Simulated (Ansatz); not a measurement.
Cl₂H₃InOSi (`[SiH3][O][In]([Cl])[Cl]`). Total charge 0; spin multiplicity 1. Correlated methods include outer-core shells of In, which these sets cover unevenly. In: def2 effective core potential.

```json
{"atom": "Si1", "x (Å)": "1.2105", "y (Å)": "0.9304", "z (Å)": "-0.0553"}
{"atom": "O2", "x (Å)": "0.0889", "y (Å)": "-0.0548", "z (Å)": "-0.7306"}
{"atom": "In3", "x (Å)": "-1.4213", "y (Å)": "-1.1221", "z (Å)": "-0.1128"}
{"atom": "Cl4", "x (Å)": "-1.9570", "y (Å)": "-1.1553", "z (Å)": "2.1196"}
{"atom": "Cl5", "x (Å)": "-2.6078", "y (Å)": "-2.3114", "z (Å)": "-1.6667"}
{"atom": "H6", "x (Å)": "1.0706", "y (Å)": "0.9677", "z (Å)": "1.4277"}
{"atom": "H7", "x (Å)": "1.0458", "y (Å)": "2.3096", "z (Å)": "-0.5855"}
{"atom": "H8", "x (Å)": "2.5702", "y (Å)": "0.4359", "z (Å)": "-0.3963"}
```

Question: Give the diagnostics of a CCSD(T)/def2-TZVPP run (frozen core, Ansatz). (Best estimate.)

Answer: Computed: T1 = 0.0138, largest single amplitude 0.040, largest double 0.024, (T) share of the correlation energy 3.6 %, 10 CCSD cycles. The RHF solution is stable towards an unrestricted one. T1 lies under the customary mark of 0.02 for closed shells.
